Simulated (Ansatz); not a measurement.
Basis sets compared for InCl₃. Total charge 0; singlet. Geometry PBE0-D4/def2-SVP. Ansatz on 4 threads of Arm Neoverse V1 on a shared host; times are rough, and most runs start from earlier orbitals.

```xyz
4

In    0.0000    0.0000    0.0000
Cl    1.7761    1.4857   -0.1391
Cl   -0.2714   -1.6381   -1.6198
Cl   -1.5047    0.1524    1.7589
```

In the def2 sets In takes a core potential, while STO-3G treats all electrons; there is no spin–orbit coupling.

STO-3G and 6-31G are all-electron sets without relativity, so their totals don't compare with the def2 sets.

Binding counts from free atoms (In doublet, Cl doublet) in the same basis, without a counterpoise term.

```tsv
level	functions	energy (Eh)	HOMO (eV)	LUMO (eV)	binding per atom (eV)	wall time
HF/STO-3G	54	-7046.8869	-10.44	3.96	3.29	0.25 s
HF/def2-TZVP	161	-1567.9192	-12.77	0.36	1.90	1.1 s
PBE-D4/def2-SVP	80	-1569.8831	-7.77	-3.81	2.59	0.55 s
PBE-D4/def2-TZVP	161	-1570.3750	-8.01	-3.97	2.60	1.1 s
r2SCAN-D4/def2-TZVP	161	-1570.9160	-8.39	-3.81	2.61	2.8 s
PBE0-D4/def2-SVP	80	-1569.9984	-9.26	-3.00	2.54	0.85 s
PBE0-D4/def2-TZVP (with forces)	161	-1570.4840	-9.45	-3.12	2.57	2.6 s
```

**Question.** Estimate the rows for PBE-D4/def2-TZVPD, r2SCAN-D4/def2-TZVPD, PBE0-D4/def2-TZVPD.

**Answer.** 
```
               level  functions  energy (Eh)  HOMO (eV)  LUMO (eV)  binding per atom (eV)  wall time
   PBE-D4/def2-TZVPD        194   -1570.3765      -8.05      -4.04                   2.59      1.7 s
r2SCAN-D4/def2-TZVPD        194   -1570.9170      -8.41      -3.85                   2.61      3.9 s
  PBE0-D4/def2-TZVPD        194   -1570.4851      -9.48      -3.18                   2.57      2.7 s
```
